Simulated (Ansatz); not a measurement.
## Ligand exchange: SnH(CH3)2(OH) + SiH(OH)2(SiH3) → SnH(CH3)2(SiH3) + SiH(OH)3

Species: SnH(CH3)2(OH), singlet; SiH(OH)2(SiH3), singlet; SnH(CH3)2(SiH3), singlet; SiH(OH)3, singlet. The partners trade OH for SiH3: Sn–OH and Si–SiH3 bonds give way to Sn–SiH3 and Si–OH.

Shapes, held fixed at every level: PBE0-D4/def2-TZVP. Flexible molecules stand in one conformer, not always the lowest. Programs: Ansatz 0.2.0. Electronic energies: no zero-point or thermal term.

```tsv
level	kind	ΔE (kJ/mol)	less CCSD(T)/def2-TZVPP
B3LYP-D4/def2-TZVPP	global hybrid	-127.8	+5.3
PBE0-D4/def2-TZVPP	global hybrid	-129.3	+3.8
wB97M-V/def2-TZVPP	range-separated hybrid	-134.4	-1.3
wB97X-V/def2-TZVPP	range-separated hybrid	-124.9	+8.2
B2PLYP/def2-TZVPP	double hybrid	-130.1	+3.0
CCSD/def2-TZVPP	coupled cluster or CI	-135.4	-2.3
CCSD(T)/def2-TZVPP	coupled cluster or CI	-133.1	0.0
```

The highest level, CCSD(T)/def2-TZVPP, gives ΔE = -133.1 kJ/mol; the levels span -135.4 to -124.9. The column of differences is taken from that level and isn't an error. No measured value is set beside it here. For atoms past krypton def2 sets carry core potentials with scalar relativity. Outer-core shells of Sn are correlated in most correlated rows, in sets that cover them unevenly.
